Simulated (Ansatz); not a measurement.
Mulliken charges of CH4InO2, SMILES `C[O][In][OH]` radical from PBE/def2-TZVPP in Ansatz (PBE0-D4/def2-TZVP geometry).

| atom | x (Å) | y (Å) | z (Å) | charge (e) |
| --- | --- | --- | --- | --- |
| C1 | -0.552 | 1.339 | 0.506 | -0.115 |
| O2 | 0.213 | 0.229 | 0.140 | -0.411 |
| In3 | -0.425 | -1.474 | -0.737 | 0.559 |
| O4 | 1.097 | -2.743 | -1.043 | -0.469 |
| H5 | 0.119 | 2.081 | 0.955 | 0.097 |
| H6 | -1.322 | 1.100 | 1.253 | 0.085 |
| H7 | -1.046 | 1.818 | -0.349 | 0.085 |
| H8 | 1.917 | -2.350 | -0.725 | 0.170 |

**Question.** By hand: the dipole of these point charges (1 e Å = 4.8032 D).

**Answer.** Σ q r = (-0.640, 0.265, 0.008) e Å, of length 0.693 e Å = 3.33 D.

**Question.** How does the dipole of the full density compare? (Best estimate.)

**Answer.** Computed: (-0.300, 0.287, 0.076) e Å, 2.03 D; the point charges give 1.64 times that, at 23° from its direction.

Point charges leave out the atoms' own dipoles, such as those of lone pairs, and Mulliken's split depends on the basis, so the two needn't agree.
